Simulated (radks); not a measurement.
Radial electron density D(r) = 4 pi r^2 rho(r) of an atom or ion with 64 electrons. All-electron calculation, non-relativistic Kohn-Sham, PBE, spin-polarised, spherical densities, point nucleus. Program: a radial shooting solver on a logarithmic mesh with Libxc functionals.

```
   r/bohr * D(r) (the largest magnitude, 118, reaches the edge; | marks zero)
 0.001333 | *
 0.001792 |  *
 0.002428 |     *
 0.003265 |        *
 0.004389 |             *
 0.005901 |                    *
 0.007934 |                           *
  0.01067 |                                   *
  0.01434 |                                       *
  0.01944 |                                       *
  0.02613 |                                    *
  0.03513 |                                     *
  0.04723 |                                             *
  0.06351 |                                                      *
  0.08538 |                                                   *
   0.1148 |                                           *
   0.1556 |                                               *
   0.2092 |                                              *
   0.2812 |                            *
   0.3781 |                       *
   0.5083 |                          *
   0.6834 |                *
   0.9189 |       *
    1.245 |    *
    1.674 | *
    2.251 |*
    3.026 *
    4.069 *
    5.471 *
    7.355 *
```

What is the nuclear charge?

Answer. Z = 68. The innermost maximum, from 1s, lies near 1/Z = 0.0147 bohr (found: 0.0164), and its height grows with Z. The density is that of the erbium ion Er4+ in [Xe] 4f9 6s1; the configuration itself is not fixed sharply by these data, and Z only to a few units. D(r) has 4 maxima, at r = 0.0164, 0.0688, 0.180, 0.481 bohr, and minima at 0.0295, 0.121, 0.346 bohr, inside which lie 1.96, 11.45, 29.74 electrons.
